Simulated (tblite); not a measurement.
What does the GFN2-xTB structure of `O=C(OCC(F)(F)F)[SiH2]F` look like in three dimensions?

```xyz
14
C3H4F4O2Si angstrom
O      0.3314    1.9117    0.0638
C      0.8356    0.8230    0.0363
O      0.1834   -0.2983    0.4217
C     -1.1604   -0.1702    0.8404
C     -2.0900   -0.6788   -0.2588
F     -1.8502   -0.0907   -1.4341
F     -3.3719   -0.4430    0.0510
F     -1.9741   -1.9966   -0.4538
Si     2.6091    0.3421   -0.5211
F      3.2586   -0.3693    0.7639
H     -1.3084   -0.7743    1.7383
H     -1.3912    0.8864    1.0287
H      2.5320   -0.6766   -1.5508
H      3.3954    1.5340   -0.7726
```

Orientation and origin are arbitrary. Atoms count from 1 in this order. All 3 C–F bonds measure 1.336 to 1.340 Å. Si9 (fluorine-bound silicon) is distorted tetrahedral (angles from 104.6° to 118.9°). O3 (oxygen singly bound to a carbonyl carbon) is bent (angle 117.9°). The C–O distances run from 1.200 Å (O1=C2, drawn double) to 1.413 Å (O3–C4, drawn single), a spread of 0.213 Å.

Bonds between heavy atoms (Å): O1=C2 1.200, C2–O3 1.353, O3–C4 1.413, C4–C5 1.527, C5–F6 1.336, C5–F7 1.340, C5–F8 1.337, C2–Si9 1.920, Si9–F10 1.606.

Computed geometry: GFN2-xTB, gas phase.

Point group: C1 (no symmetry element, even within 0.4 Å). Its lowest GFN2-xTB frequency is 14 cm⁻¹, too small to tell a flat minimum from a shallow saddle. One conformer, not necessarily the lowest (O1–C2–O3–C4 2°, C2–O3–C4–C5 104°, O1–C2–Si9–F10 122°). 3 starts were optimised and ended at 0.00, 0.00 and 0.63 kcal/mol (GFN2-xTB); the lowest of these is shown.
